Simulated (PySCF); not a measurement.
Job file and geometry (Å, from GFN2-xTB) of an NMR shielding run on SMILES [BH3-][P@+]1(C=C)C[C@H](F)C1, C5H11BFP, GIAO PBE0/pcSseg-1 NMR shielding, non-relativistic, gas phase (PySCF); density fitting, a coarse starting grid and PySCF grid level 2 are the driver's defaults:

```
$ OMP_NUM_THREADS=1 python probes_run.py task.json out

{"job": {"kind": "nmr", "xc": "PBE0", "basis": "pcSseg-1"}, "charge": 0, "multiplicity": 1}
B      0.245857     2.302003    -0.299342
P      0.051006     0.400039    -0.137227
C      1.497467    -0.694647    -0.162131
C      2.715285    -0.200758    -0.321074
C     -1.189538    -0.586007    -1.126759
C     -1.620651    -1.348268     0.130593
F     -2.984479    -1.480749     0.247469
C     -1.011824    -0.402817     1.171208
H     -0.871111     2.709720    -0.276853
H      0.896826     2.621546     0.644899
H      0.799766     2.465659    -1.340265
H      1.324223    -1.758203    -0.045693
H      3.594565    -0.825137    -0.343149
H      2.865357     0.861040    -0.433027
H     -0.828552    -1.189553    -1.957371
H     -1.991988     0.065077    -1.475212
H     -1.219340    -2.365808     0.179430
H     -0.523691    -0.870528     2.024149
H     -1.758982     0.306644     1.528057
```

**Question.** Write the output of this run.

**Answer.** 
```
coarse grid: 16048 points
cycle   1  E = -662.4435386653  dE =  9.484e-01  |g| = 6.316e-01  |ddm| = 3.865e+00
cycle   2  E = -662.4167670809  dE =  2.677e-02  |g| = 7.829e-01  |ddm| = 1.315e+00
cycle   3  E = -662.5354602567  dE = -1.187e-01  |g| = 1.249e-01  |ddm| = 7.092e-01
cycle   4  E = -662.5386056261  dE = -3.145e-03  |g| = 3.279e-02  |ddm| = 1.216e-01
cycle   5  E = -662.5388081126  dE = -2.025e-04  |g| = 1.579e-02  |ddm| = 3.611e-02
cycle   6  E = -662.5388708589  dE = -6.275e-05  |g| = 2.675e-03  |ddm| = 1.478e-02
cycle   7  E = -662.5388723104  dE = -1.452e-06  |g| = 8.114e-04  |ddm| = 2.902e-03
final grid: 149872 points
cycle   8  E = -662.5949766462  dE = -5.111e-05  |g| = 9.450e-03  |ddm| = 4.040e-02
cycle   9  E = -662.5949689914  dE =  7.655e-06  |g| = 1.158e-02  |ddm| = 1.602e-02
cycle  10  E = -662.5949984999  dE = -2.951e-05  |g| = 1.531e-03  |ddm| = 8.672e-03
cycle  11  E = -662.5949989704  dE = -4.705e-07  |g| = 2.375e-04  |ddm| = 1.423e-03
cycle  12  E = -662.5949989781  dE = -7.703e-09  |g| = 1.226e-04  |ddm| = 2.752e-04
cycle  13  E = -662.5949989820  dE = -3.894e-09  |g| = 3.053e-05  |ddm| = 1.364e-04
cycle  14  E = -662.5949989822  dE = -2.115e-10  |g| = 9.616e-06  |ddm| = 3.350e-05
converged SCF energy = -662.5949989822

GIAO shielding tensors (ppm)
atom      isotropic    diamagn.    paramagn.     s11        s22        s33       span
  0 B      150.243     189.587     -39.344    145.784    146.607    158.338     12.554
  1 P      341.676     967.400    -625.725    258.612    312.387    454.028    195.416
  2 C       45.713     263.563    -217.851    -67.639     52.616    152.161    219.801
  3 C       41.039     254.107    -213.067    -85.171     38.593    169.696    254.868
  4 C      147.134     256.253    -109.118    128.455    140.394    172.555     44.100
  5 C       99.852     249.568    -149.716     66.049     81.853    151.656     85.607
  6 F      336.906     468.406    -131.500    267.732    366.100    376.887    109.155
  7 C      147.533     255.629    -108.096    128.826    140.836    172.937     44.111
  8 H       30.787      29.685       1.102     26.961     30.206     35.193      8.233
  9 H       30.808      29.509       1.299     27.603     28.993     35.829      8.226
 10 H       30.779      29.495       1.284     27.500     29.084     35.752      8.252
 11 H       25.122      33.324      -8.202     23.022     23.114     29.230      6.208
 12 H       25.071      28.426      -3.354     21.891     24.460     28.864      6.973
 13 H       25.003      31.404      -6.401     21.207     23.283     30.520      9.314
 14 H       29.075      31.511      -2.436     25.877     26.666     34.680      8.803
 15 H       28.828      31.754      -2.926     25.897     27.782     32.805      6.908
 16 H       26.257      31.425      -5.167     21.923     28.043     28.805      6.882
 17 H       29.079      31.686      -2.607     25.877     26.640     34.720      8.842
 18 H       28.830      31.810      -2.980     25.894     27.802     32.794      6.899
```

Size and cost of the density-fitted run: 198 basis functions, roughly 100 core-seconds.
